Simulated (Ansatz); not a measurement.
Ideal-gas functions of ClGeH5OSi, SMILES `[SiH3][O][GeH2][Cl]` at 298.15 K and 1 bar, from an Ansatz frequency run at PBE0-D4/def2-TZVP.

Molar mass 157.19 g/mol, point group C1 (symmetry number 1), electronic degeneracy 1, moments of inertia 120.99, 302.242, 406.745 u Å². Harmonic wavenumbers (cm⁻¹, unscaled): 27, 66, 87, 217, 425, 529, 553, 654, 721, 737, 783, 855, 951, 957, 982, 1032, 2185, 2208, 2213, 2234, 2242.

Use S(trans) = R[1.5 ln M + 2.5 ln T − 1.1517]; rotational temperatures θ = 24.2544 K / I; S(rot) = R[ln(√π/σ · √(T³/θAθBθC)) + 1.5]; for each mode x = 1.438777 ν̃/T, S = R[x/(eˣ − 1) − ln(1 − e⁻ˣ)] and H = RT x/(eˣ − 1); 1 cm⁻¹ = 0.0119627 kJ/mol; R = 8.31446 J/(mol·K).

**Question.** By hand: the entropy, in J/(mol·K).

**Answer.** Translation 171.9. Rotation: θ = 0.2005, 0.0802, 0.0596 K, giving 117.2. Vibration, mode by mode: 25.26, 17.86, 15.59, 8.30, 3.66, 2.47, 2.25, 1.53, 1.18, 1.11, 0.93, 0.70, 0.48, 0.47, 0.42, 0.34, 0.00, 0.00, 0.00, 0.00, 0.00, in all 82.6. Electronic 0.0. Sum 371.7 J/(mol·K).

**Question.** By hand: H − E and G − E in kJ/mol, counted from the electronic energy.

**Answer.** Zero-point energy ½ × 20658 × 0.0119627 = 123.6; thermal vibration 11.3; translation, rotation and pV give 4 RT = 9.9. H − E = 144.8 kJ/mol, and G − E = 144.8 − 298.15 × 371.7/1000 = 34.0 kJ/mol.

Vibration gives 22 % of the entropy, 58.7 J/(mol·K) of it from the modes under 150 cm⁻¹: soft modes count most, and the harmonic formula is weakest for them. The sum counts one conformer and one mirror image; others add a mixing term.
